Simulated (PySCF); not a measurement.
Gas-phase reaction: 2 GaH + 3 I₂ → 2 GaI₃ + 2 H

Computed with PySCF and rigid-rotor harmonic-oscillator thermochemistry at 1 bar. † marks an energy on the PBE0/def2-TZVP geometry and frequencies. Open shells (unrestricted): H (multiplicity 2); the rest are closed-shell singlets. B3LYP is the form with VWN-RPA correlation. I: scalar-relativistic def2 core potential, no spin-orbit coupling. Ga: all electrons, no relativistic terms. GaH: computed as isolated molecules; such fragments, hydroxides, amides, oligomers or adducts are transient or little studied in the gas.

B3LYP/def2-TZVP† gives ΔH°(298 K) = -376 kJ.

Task: What do r2SCAN/def2-TZVP†, ωB97X-V/def2-TZVP†, M06-2X/def2-TZVP† give?

Result: r2SCAN/def2-TZVP†: -517 kJ; ωB97X-V/def2-TZVP†: -484 kJ; M06-2X/def2-TZVP†: -519 kJ. For scale, ΔH°(298 K) is -376 kJ at this level, -452 kJ at ωB97M-V/def2-TZVP†, and runs from -640 to -327 kJ over the 18 levels computed.
